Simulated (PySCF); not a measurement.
Compound: C6H9F2 (doublet state).
Atom-mapped SMILES: `[CH2:1][C@H:2]([F:3])/[CH:4]=[C:5](\[CH3:6])[CH2:7][F:8]` (hydrogens: H9, H10 on C1; H11 on C2; H12 on C4; H13, H14, H15 on C6; H16, H17 on C7)

Cartesian coordinates in Å at the GFN2-xTB level; atoms count from 1:
```
atom  x, y, z in Å
C1     2.3756   -0.2545    0.5002
C2     1.6919    0.2837   -0.6849
F3     1.5570    1.6600   -0.6168
C4     0.3464   -0.4101   -0.7472
C5    -0.7566   -0.0702   -0.0862
C6    -0.9156    1.1097    0.8207
C7    -2.0221   -0.8710   -0.2396
F8    -1.8941   -1.9111   -1.1224
H9     2.8453   -1.2147    0.4438
H10    2.2288    0.2075    1.4555
H11    2.2450    0.0848   -1.6130
H12    0.3455   -1.2944   -1.3667
H13   -1.5181    0.8406    1.6869
H14    0.0435    1.4844    1.1584
H15   -1.4253    1.9156    0.2928
H16   -2.3182   -1.3112    0.7210
H17   -2.8360   -0.2372   -0.6125
```

The hyperfine couplings belong to this conformer and change with its torsions.

Level of theory: UKS B3LYP, pcH-1 on C F H, non-relativistic, mean-field spin-orbit, GIAO in PySCF. The structure is a single GFN2-xTB conformer in the gas phase; no vibrational or solvent corrections. Couplings are sensitive to structure, and on GFN2-xTB geometries they can be far from those on DFT ones. The SCF solution wasn't tested for stability.

Question: The isotropic 19F couplings are +24.8, +1.5 MHz. Assign them to F3; F8.

Answer: 
| site | a_iso (MHz) | ρ(0) (bohr⁻³) | position | distance from C1 (Å) | bound to | spin population there | largest \|T\| (MHz) |
| --- | --- | --- | --- | --- | --- | --- | --- |
| F3 | +24.8 | +0.0059 | 2 bonds from C1 | 2.36 | C2 | -0.06 | 35.3 |
| F8 | +1.5 | +0.0004 | 5 bonds from C1 | 4.86 | C7 | -0.01 | 1.4 |

Question: Match the computed a_iso(1H) values -60.3, +48.2, +12.8, +7.2, +4.6, -1.0 MHz (means over equivalent nuclei) with the sites H9/H10; H11; H12; H13/H14/H15; H16; H17.

Answer: 
```tsv
site	a_iso (MHz)	ρ(0) (bohr⁻³)	position	distance from C1 (Å)	bound to	spin population there	largest |T| (MHz)
H9/H10	-60.3	-0.0135	α, 1 bond from C1	1.07	C1	+1.04	39.1
H11	+48.2	+0.0108	β, 2 bonds from C1	2.14	C2	-0.06	10.1
H12	-1.0	-0.0002	γ, 3 bonds from C1	2.95	C4	-0.02	5.8
H13/H14/H15	+4.6	+0.0010	5 bonds from C1	3.86	C6	0.00	2.8
H16	+12.8	+0.0029	5 bonds from C1	4.82	C7	-0.01	1.9
H17	+7.2	+0.0016	5 bonds from C1	5.33	C7	-0.01	2.0
```

ρ(0) is the spin density at the nucleus and T the dipolar tensor; entries for several nuclei are means. Largest spin populations (Mulliken): C1 (+1.04), C5 (+0.10) and C2 (-0.06). No atom but C1 exceeds +0.15. The angles at C1 add up to 358.8°, so it is planar; its axial dipolar tensor and the negative couplings of its protons fit spin in a p orbital normal to that plane.

Examples of negative spin density at the nucleus (bohr⁻³): C2 (-0.0262), H9/H10 (-0.0135) and C6 (-0.0026).

Means are taken over nuclei equivalent by connectivity, which assumes that they swap fast. The three 1H nuclei of mean +4.6 MHz run from 0.4 to 8.5 MHz in the frozen geometry.

Time: 80 s (with the writing of density and orbital grids); peak memory 1.1 GiB. Hardware: one thread, Arm Neoverse V1 (aarch64), on a shared host.
